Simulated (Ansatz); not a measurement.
A short molecular-dynamics run on C7H12O2 (`CC(C)(C)C(=O)CC=O`).

```yaml
crystal:
  periodic: [false, false, false]
  atoms:
    - {symbol: C, position_ang: [0.739338, 0.697279, -1.163107]}
    - {symbol: C, position_ang: [-0.469406, -0.052190, -0.594468]}
    - {symbol: C, position_ang: [-0.395143, -1.532730, -0.979094]}
    - {symbol: C, position_ang: [-1.759311, 0.555724, -1.124269]}
    - {symbol: C, position_ang: [-0.439298, 0.066098, 0.923326]}
    - {symbol: O, position_ang: [-1.330033, 0.570930, 1.559300]}
    - {symbol: C, position_ang: [0.796883, -0.432935, 1.658871]}
    - {symbol: C, position_ang: [1.519230, 0.743494, 2.268319]}
    - {symbol: O, position_ang: [2.684159, 0.969075, 2.101534]}
    - {symbol: H, position_ang: [0.733462, 0.618139, -2.252942]}
    - {symbol: H, position_ang: [0.703702, 1.758427, -0.904682]}
    - {symbol: H, position_ang: [1.688711, 0.293574, -0.805721]}
    - {symbol: H, position_ang: [-1.233643, -2.093507, -0.558814]}
    - {symbol: H, position_ang: [0.532998, -2.002718, -0.648275]}
    - {symbol: H, position_ang: [-0.441823, -1.625652, -2.066837]}
    - {symbol: H, position_ang: [-2.633225, 0.042679, -0.719961]}
    - {symbol: H, position_ang: [-1.841018, 1.608276, -0.849450]}
    - {symbol: H, position_ang: [-1.783892, 0.478044, -2.213806]}
    - {symbol: H, position_ang: [0.432257, -1.053132, 2.484343]}
    - {symbol: H, position_ang: [1.491898, -1.002699, 1.046446]}
    - {symbol: H, position_ang: [0.879555, 1.404525, 2.886485]}
basis:
  gaussian: {orbitals: def2-SVP}
hamiltonian: {xc: {name: BLYP}, dispersion: d3bjatm}
md: {timestep: 0.5 fs, n_steps: 20, ensemble: nvt_langevin, temperature: 1000, initial_velocities: maxwell_boltzmann, friction: 0.01, seed: 690}
```

```sh
$ ansatz run in.yaml --threads 4 --pin off --events-out ev --progress --plain --max-ram 66560MiB --backend cuda --devices 0, --max-vram 37GiB
```

| step | time (fs) | potential energy (eV) | kinetic (eV) | T (K) | conserved (eV) |
| --- | --- | --- | --- | --- | --- |
| 0 | 0.0 | -11536.1968 | 2.5852 | 952 | – |
| 1 | 0.5 | -11536.1256 | 2.6117 | 962 | – |
| 2 | 1.0 | -11535.9785 | 2.4913 | 918 | – |
| 3 | 1.5 | -11535.7950 | 2.3642 | 871 | – |
| 4 | 2.0 | -11535.6088 | 2.1355 | 787 | – |
| 5 | 2.5 | -11535.4584 | 1.9651 | 724 | – |
| 6 | 3.0 | -11535.3578 | 1.7886 | 659 | – |
| 7 | 3.5 | -11535.2971 | 1.6955 | 625 | – |
| 8 | 4.0 | -11535.2572 | 1.6356 | 603 | – |
| 9 | 4.5 | -11535.2128 | 1.5676 | 577 | – |
| 10 | 5.0 | -11535.1496 | 1.5500 | 571 | – |
| 11 | 5.5 | -11535.0699 | 1.5045 | 554 | – |
| 12 | 6.0 | -11534.9818 | 1.4673 | 541 | – |
| 13 | 6.5 | -11534.9022 | 1.4501 | 534 | – |
| 14 | 7.0 | -11534.8466 | 1.4497 | 534 | – |
| 15 | 7.5 | -11534.8166 | 1.5231 | 561 | – |
| 16 | 8.0 | -11534.8281 | 1.5066 | 555 | – |
| 17 | 8.5 | -11534.8918 | 1.5654 | 577 | – |
| 18 | 9.0 | -11535.0111 | 1.8204 | 671 | – |
| 19 | 9.5 | -11535.1778 | 1.9907 | 733 | – |
| 20 | 10.0 | -11535.3603 | 2.1506 | 792 | – |

Velocities are drawn at the set temperature; a run this short doesn't reach equilibrium.

Frames (Å, forces in eV/Å):

```xyz
21
time=0.0 fs
C     0.739    0.697   -1.163    0.041    0.011   -0.017
C    -0.469   -0.052   -0.594    0.051   -0.002   -0.041
C    -0.395   -1.533   -0.979    0.004   -0.047   -0.022
C    -1.759    0.556   -1.124   -0.036    0.017   -0.058
C    -0.439    0.066    0.923    0.572   -0.506   -0.393
O    -1.330    0.571    1.559   -1.235    0.726    0.850
C     0.797   -0.433    1.659   -0.050   -0.077   -0.048
C     1.519    0.743    2.268   -0.635   -0.243    0.118
O     2.684    0.969    2.102    1.580    0.360   -0.230
H     0.733    0.618   -2.253    0.032   -0.015   -0.533
H     0.704    1.758   -0.905    0.004    0.510    0.121
H     1.689    0.294   -0.806    0.458   -0.165    0.150
H    -1.234   -2.094   -0.559   -0.391   -0.286    0.197
H     0.533   -2.003   -0.648    0.434   -0.237    0.150
H    -0.442   -1.626   -2.067   -0.020   -0.084   -0.528
H    -2.633    0.043   -0.720   -0.429   -0.228    0.192
H    -1.841    1.608   -0.849   -0.061    0.504    0.132
H    -1.784    0.478   -2.214   -0.047   -0.019   -0.517
H     0.432   -1.053    2.484   -0.177   -0.289    0.377
H     1.492   -1.003    1.046    0.364   -0.279   -0.247
H     0.880    1.405    2.886   -0.457    0.348    0.348
21
time=1.0 fs
C     0.751    0.689   -1.161   -0.276    1.520   -0.193
C    -0.476   -0.046   -0.603    0.609   -0.272    0.266
C    -0.397   -1.533   -0.971    0.500    0.058    1.674
C    -1.757    0.553   -1.119    0.189   -1.027   -0.598
C    -0.433    0.059    0.917   -0.208    0.013    0.297
O    -1.332    0.569    1.562   -0.525    0.304    0.293
C     0.800   -0.431    1.668   -0.282   -0.787   -0.260
C     1.514    0.748    2.259   -0.685   -0.661    0.349
O     2.672    0.988    2.093    1.940    0.481   -0.412
H     0.755    0.651   -2.266    0.172   -0.326   -0.091
H     0.733    1.809   -0.943   -0.052   -0.882    0.120
H     1.665    0.278   -0.737    0.651   -0.129   -0.077
H    -1.212   -2.093   -0.537   -0.813   -0.434    0.437
H     0.524   -2.030   -0.644    0.416    0.003    0.214
H    -0.444   -1.677   -2.002   -0.158   -0.151   -2.540
H    -2.620    0.023   -0.746   -0.766   -0.419    0.416
H    -1.839    1.567   -0.834   -0.223    1.749    0.356
H    -1.758    0.448   -2.202   -0.117    0.177   -0.714
H     0.439   -1.104    2.475   -0.065    0.210    0.139
H     1.482   -1.014    1.051    0.439   -0.176   -0.280
H     0.881    1.364    2.900   -0.746    0.749    0.602
21
time=2.0 fs
C     0.762    0.682   -1.159   -0.258    2.373   -0.392
C    -0.483   -0.039   -0.611    1.228   -0.604    0.551
C    -0.398   -1.534   -0.962    0.820    0.112    2.703
C    -1.754    0.547   -1.115    0.108   -1.481   -1.194
C    -0.427    0.052    0.909   -0.973    0.509    1.046
O    -1.335    0.566    1.566    0.191   -0.121   -0.283
C     0.802   -0.431    1.678   -0.360   -1.617   -0.565
C     1.509    0.752    2.250   -0.853   -0.833    0.782
O     2.661    1.007    2.085    2.116    0.593   -0.553
H     0.778    0.676   -2.278    0.273   -0.614    0.335
H     0.757    1.852   -0.984   -0.101   -1.789    0.272
H     1.646    0.256   -0.670    0.543    0.089   -0.427
H    -1.196   -2.092   -0.509   -1.062   -0.487    0.574
H     0.516   -2.059   -0.643    0.397    0.256    0.279
H    -0.448   -1.727   -1.961   -0.302   -0.277   -3.766
H    -2.614    0.003   -0.774   -0.916   -0.519    0.559
H    -1.840    1.543   -0.823   -0.332    2.359    0.455
H    -1.733    0.421   -2.199   -0.176    0.364   -0.676
H     0.445   -1.156    2.469    0.056    0.751   -0.125
H     1.482   -1.027    1.056    0.352    0.033   -0.189
H     0.870    1.328    2.921   -0.752    0.903    0.612
21
time=3.0 fs
C     0.772    0.679   -1.156   -0.034    2.580   -0.424
C    -0.488   -0.034   -0.618    1.798   -0.853    0.790
C    -0.398   -1.533   -0.953    0.843   -0.386    2.491
C    -1.750    0.539   -1.112   -0.266   -1.102   -1.574
C    -0.422    0.044    0.900   -1.605    0.911    1.793
O    -1.336    0.563    1.570    0.830   -0.504   -0.817
C     0.804   -0.435    1.686   -0.251   -2.137   -1.059
C     1.502    0.757    2.241   -0.964   -0.774    1.379
O     2.652    1.026    2.078    1.967    0.640   -0.632
H     0.805    0.690   -2.286    0.318   -0.823    0.624
H     0.784    1.876   -1.018   -0.174   -2.189    0.455
H     1.630    0.230   -0.610    0.307    0.380   -0.841
H    -1.186   -2.095   -0.473   -0.931   -0.310    0.474
H     0.515   -2.087   -0.644    0.255    0.556    0.291
H    -0.452   -1.776   -1.948   -0.393   -0.197   -3.475
H    -2.616   -0.017   -0.804   -0.873   -0.512    0.629
H    -1.850    1.540   -0.815   -0.340    2.043    0.327
H    -1.710    0.399   -2.199   -0.224    0.523   -0.547
H     0.462   -1.201    2.457    0.042    1.072   -0.155
H     1.490   -1.037    1.059    0.205    0.257   -0.076
H     0.853    1.299    2.947   -0.511    0.826    0.346
21
time=4.0 fs
C     0.782    0.678   -1.154    0.258    2.313   -0.218
C    -0.492   -0.031   -0.626    2.295   -0.988    1.029
C    -0.396   -1.533   -0.943    0.438   -1.335    1.003
C    -1.748    0.531   -1.110   -0.864   -0.424   -1.984
C    -0.418    0.037    0.892   -2.048    1.202    2.413
O    -1.337    0.560    1.574    1.320   -0.804   -1.245
C     0.807   -0.442    1.692   -0.110   -2.358   -1.517
C     1.495    0.760    2.235   -0.954   -0.581    1.942
O     2.645    1.044    2.070    1.554    0.607   -0.634
H     0.833    0.693   -2.286    0.325   -0.952    0.682
H     0.810    1.878   -1.039   -0.245   -2.183    0.610
H     1.620    0.205   -0.561    0.032    0.681   -1.247
H    -1.185   -2.097   -0.432   -0.581   -0.020    0.190
H     0.512   -2.114   -0.647    0.213    0.791    0.314
H    -0.462   -1.824   -1.965   -0.392    0.243   -1.763
H    -2.622   -0.043   -0.827   -0.592   -0.316    0.591
H    -1.863    1.553   -0.810   -0.271    1.174    0.079
H    -1.691    0.381   -2.211   -0.291    0.667   -0.120
H     0.484   -1.239    2.441   -0.059    1.217   -0.041
H     1.498   -1.048    1.062    0.114    0.435   -0.025
H     0.830    1.281    2.972   -0.143    0.631   -0.058
21
time=5.0 fs
C     0.792    0.681   -1.151    0.404    1.691    0.107
C    -0.495   -0.028   -0.633    2.685   -1.111    1.233
C    -0.393   -1.534   -0.931   -0.267   -2.407   -0.598
C    -1.747    0.526   -1.108   -1.492    0.246   -2.362
C    -0.417    0.031    0.885   -2.289    1.403    2.934
O    -1.336    0.558    1.578    1.652   -1.023   -1.585
C     0.810   -0.450    1.695   -0.034   -2.218   -1.896
C     1.488    0.763    2.231   -0.736   -0.443    2.243
O     2.638    1.062    2.060    0.990    0.522   -0.569
H     0.862    0.686   -2.275    0.318   -1.011    0.502
H     0.830    1.860   -1.050   -0.282   -1.797    0.739
H     1.613    0.185   -0.525   -0.142    0.906   -1.520
H    -1.199   -2.099   -0.389   -0.002    0.357   -0.263
H     0.509   -2.133   -0.645    0.173    0.939    0.318
H    -0.471   -1.875   -2.005   -0.309    0.837    0.259
H    -2.633   -0.068   -0.849   -0.195   -0.045    0.501
H    -1.881    1.572   -0.802   -0.151    0.205   -0.190
H    -1.668    0.372   -2.227   -0.401    0.796    0.378
H     0.501   -1.261    2.423   -0.203    1.152    0.195
H     1.504   -1.057    1.066    0.124    0.519   -0.049
H     0.809    1.269    2.992    0.158    0.479   -0.377
21
time=6.0 fs
C     0.803    0.685   -1.147    0.344    0.719    0.287
C    -0.494   -0.024   -0.640    2.816   -1.211    1.369
C    -0.389   -1.536   -0.920   -1.044   -3.082   -1.510
C    -1.748    0.522   -1.109   -2.040    0.682   -2.357
C    -0.417    0.026    0.879   -2.319    1.470    3.256
O    -1.334    0.557    1.582    1.820   -1.148   -1.795
C     0.812   -0.460    1.699    0.156   -1.720   -2.332
C     1.481    0.766    2.229   -0.502   -0.365    2.378
O     2.633    1.079    2.050    0.393    0.411   -0.465
H     0.895    0.668   -2.261    0.293   -1.002    0.277
H     0.841    1.826   -1.054   -0.267   -0.974    0.848
H     1.606    0.173   -0.503   -0.152    1.013   -1.589
H    -1.213   -2.097   -0.344    0.523    0.649   -0.704
H     0.506   -2.142   -0.637    0.267    0.942    0.321
H    -0.482   -1.927   -2.044   -0.211    1.302    1.616
H    -2.651   -0.090   -0.869    0.304    0.269    0.404
H    -1.901    1.590   -0.796   -0.021   -0.564   -0.387
H    -1.650    0.369   -2.232   -0.493    0.847    0.495
H     0.513   -1.265    2.407   -0.401    0.823    0.586
H     1.513   -1.067    1.072    0.095    0.582   -0.059
H     0.784    1.262    3.003    0.439    0.357   -0.638
21
time=7.0 fs
C     0.815    0.691   -1.143    0.025   -0.652    0.215
C    -0.489   -0.022   -0.645    2.642   -1.251    1.429
C    -0.383   -1.541   -0.911   -1.594   -3.286   -1.731
C    -1.752    0.518   -1.111   -2.188    0.918   -2.213
C    -0.418    0.023    0.876   -2.159    1.456    3.347
O    -1.330    0.555    1.585    1.826   -1.192   -1.879
C     0.815   -0.471    1.700    0.290   -1.010   -2.654
C     1.474    0.770    2.228   -0.171   -0.322    2.336
O     2.627    1.097    2.038   -0.221    0.277   -0.332
H     0.927    0.639   -2.247    0.272   -0.922    0.087
H     0.847    1.784   -1.054   -0.216    0.373    0.934
H     1.596    0.173   -0.494    0.068    0.943   -1.418
H    -1.225   -2.085   -0.299    0.912    0.757   -1.060
H     0.508   -2.145   -0.625    0.311    0.897    0.298
H    -0.493   -1.971   -2.067   -0.137    1.551    2.249
H    -2.666   -0.107   -0.885    0.628    0.434    0.340
H    -1.925    1.600   -0.789    0.110   -1.024   -0.505
H    -1.636    0.377   -2.234   -0.573    0.842    0.471
H     0.521   -1.260    2.398   -0.595    0.380    1.001
H     1.521   -1.073    1.077    0.119    0.570   -0.102
H     0.762    1.260    3.010    0.651    0.262   -0.816
21
time=8.0 fs
C     0.826    0.695   -1.138   -0.376   -2.311    0.018
C    -0.479   -0.021   -0.650    2.069   -1.250    1.468
C    -0.379   -1.550   -0.904   -1.902   -3.007   -1.711
C    -1.758    0.515   -1.116   -1.824    0.813   -2.018
C    -0.421    0.019    0.877   -1.800    1.356    3.095
O    -1.325    0.553    1.586    1.666   -1.149   -1.795
C     0.820   -0.485    1.699    0.261   -0.210   -2.670
C     1.467    0.773    2.229    0.240   -0.319    2.144
O     2.622    1.115    2.026   -0.837    0.117   -0.180
H     0.960    0.601   -2.229    0.244   -0.763   -0.143
H     0.846    1.741   -1.041   -0.146    2.078    0.984
H     1.583    0.175   -0.496    0.437    0.763   -1.058
H    -1.227   -2.066   -0.262    1.054    0.685   -1.249
H     0.510   -2.139   -0.605    0.424    0.751    0.276
H    -0.500   -2.001   -2.068   -0.088    1.623    2.466
H    -2.673   -0.116   -0.899    0.719    0.429    0.316
H    -1.951    1.594   -0.787    0.193   -1.041   -0.497
H    -1.626    0.391   -2.235   -0.626    0.796    0.371
H     0.520   -1.252    2.394   -0.719   -0.003    1.320
H     1.529   -1.076    1.084    0.233    0.431   -0.243
H     0.742    1.257    3.010    0.779    0.211   -0.894
21
time=9.0 fs
C     0.835    0.697   -1.131   -0.888   -3.013   -0.297
C    -0.467   -0.022   -0.654    1.364   -1.213    1.511
C    -0.376   -1.561   -0.896   -1.870   -2.351   -1.571
C    -1.767    0.515   -1.122   -1.191    0.388   -1.648
C    -0.425    0.016    0.882   -1.342    1.178    2.643
O    -1.321    0.550    1.587    1.403   -1.033   -1.593
C     0.826   -0.500    1.695    0.076    0.488   -2.369
C     1.460    0.776    2.230    0.619   -0.440    1.786
O     2.614    1.134    2.015   -1.321   -0.015   -0.026
H     0.990    0.555   -2.208    0.221   -0.523   -0.320
H     0.836    1.722   -1.017   -0.094    2.921    0.893
H     1.570    0.185   -0.501    0.966    0.443   -0.514
H    -1.214   -2.040   -0.238    0.862    0.437   -1.179
H     0.514   -2.125   -0.578    0.554    0.556    0.230
H    -0.511   -2.011   -2.041   -0.036    1.518    2.309
H    -2.671   -0.124   -0.908    0.644    0.337    0.298
H    -1.973    1.573   -0.792    0.188   -0.636   -0.338
H    -1.624    0.413   -2.228   -0.627    0.693    0.014
H     0.514   -1.244    2.401   -0.716   -0.188    1.390
H     1.537   -1.073    1.086    0.382    0.219   -0.380
H     0.724    1.253    3.002    0.807    0.235   -0.840
21
time=10.0 fs
C     0.845    0.695   -1.126   -1.307   -2.195   -0.379
C    -0.455   -0.024   -0.656    0.647   -1.162    1.570
C    -0.374   -1.574   -0.889   -1.456   -1.384   -1.235
C    -1.775    0.514   -1.130   -0.484   -0.206   -1.291
C    -0.430    0.013    0.890   -0.744    0.915    1.932
O    -1.316    0.546    1.588    0.975   -0.814   -1.222
C     0.833   -0.514    1.690   -0.225    0.766   -1.666
C     1.453    0.781    2.231    0.990   -0.648    1.275
O     2.605    1.153    2.003   -1.616   -0.117    0.104
H     1.026    0.502   -2.186    0.179   -0.213   -0.428
H     0.822    1.733   -0.984   -0.011    2.129    0.553
H     1.564    0.193   -0.501    1.376    0.192   -0.022
H    -1.192   -2.014   -0.229    0.402    0.069   -0.847
H     0.522   -2.105   -0.546    0.606    0.369    0.136
H    -0.522   -1.997   -1.994   -0.001    1.178    1.710
H    -2.668   -0.134   -0.915    0.553    0.257    0.252
H    -1.992    1.549   -0.804    0.117   -0.044   -0.080
H    -1.622    0.440   -2.223   -0.609    0.553   -0.359
H     0.500   -1.239    2.422   -0.481   -0.013    1.015
H     1.549   -1.068    1.080    0.416    0.041   -0.388
H     0.714    1.251    2.984    0.675    0.327   -0.630
```

Hardware: 4 threads of an AMD EPYC 7R13 on a shared host and a share of an NVIDIA H100 80 GB. Wall time 79 s, peak host memory 0.95 GiB.
